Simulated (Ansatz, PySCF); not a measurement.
Noncovalent pair: HCl (SMILES Cl) (first 2 atoms) with H4OSi (SMILES O[SiH3]); geometry from B3LYP-D3(BJ)/def2-TZVP, rigid monomers moved along the line of their centres of mass till H2···H8 is 1.79 Å.
(charge 0, multiplicity 1):
```xyz
8

Cl    -0.822     0.455    -0.432
H     -0.726    -0.386     0.536
O      0.278    -0.252     4.655
Si     0.043     0.266     3.107
H      1.015    -0.838     4.842
H      1.261     0.888     2.537
H     -1.069     1.231     3.157
H     -0.335    -0.869     2.217
```

Monomers are frozen at their geometry in the pair; levels with a basis set take the counterpoise correction. Rows marked so take none.

Correlated levels freeze the cores. Rows in 6-311+G**, 6-31G* carry no dispersion term and start afresh at each structure (6-31G* with six Cartesian d functions).

The values were computed with Ansatz (Gaussian orbitals); PySCF for 6-311+G** rows, 6-31G* rows, the dispersion terms. Each number belongs to the level named beside it.

**Question.** One of these levels gives -6.1 kJ/mol for the interaction energy. Which one is it?
A. B3LYP/6-311+G** (no counterpoise)
B. MP2/aug-cc-pV(D+d)Z
C. PBE0-D3(BJ)/def2-TZVPPD
D. B3LYP/6-31G*

**Answer.** C, PBE0-D3(BJ)/def2-TZVPPD. The others give 3.4 (B3LYP/6-31G*), 1.6 (B3LYP/6-311+G** (no counterpoise)), -0.8 (MP2/aug-cc-pV(D+d)Z)

Ansatz is a first-principles code.
